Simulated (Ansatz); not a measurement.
A run for Ansatz (a program for electronic structure): R-r2SCAN/def2-TZVPP on BHO2 (SMILES O=BO).

Ansatz 0.2 input:
```yaml
crystal:
  periodic: [false, false, false]
  atoms:
    - {symbol: B, position_ang: [-0.21226774, -0.06367081, 0.46139244]}
    - {symbol: O, position_ang: [-0.32097931, -0.09625356, 1.66781536]}
    - {symbol: O, position_ang: [-0.15105683, -0.04534446, -0.86114063]}
    - {symbol: H, position_ang: [0.68420388, 0.20526882, -1.26816716]}
basis:
  gaussian:
    orbitals: def2-TZVPP
hamiltonian:
  xc: {name: r2SCAN}
scf: {lower_state_search: off}
```

The log:

```
WARN ansatz: RAYON_NUM_THREADS=4 ignored (pool sized by the plan → 4); use --threads N
Functional definition: r2SCAN
these checks for a lower state are left out or cut short: stability, starts, cluster_reference, orbital_swaps, neighbouring_geometries, increment
integrals: 0.02 GiB planned
530 factors; their error is unknown
mean field: 0.25 GiB planned
mean field evaluation 1: about -4779.6381 eV, gradient 7.5e1 eV
mean field evaluation 2: about -4746.3404 eV, gradient 1.5e2 eV
mean field evaluation 4: about -4788.2936 eV, gradient 9.9e0 eV
mean field evaluation 8: about -4788.4467 eV, gradient 1.8e-1 eV
mean field evaluation 16: about -4788.4467 eV, gradient 1.6e-6 eV
mean field -4788.44670564 eV, -175.9721707065 hartree, gradient 1.7e-6 eV, S^2 0.000000; 0 other end points of the search recorded, 0 dependent functions left out
reference -4788.44671612 eV, -175.9721710915 hartree; 11, 11 occupied and 96, 96 virtual orbitals, 530 factors
Total energy: -4788.44671612 eV, -175.9721710915 hartree
Checks for a lower state left out: stability, starts, cluster_reference, orbital_swaps, neighbouring_geometries, increment
```

The run converged.

Cost: about 0.9 core-seconds (a rough figure).
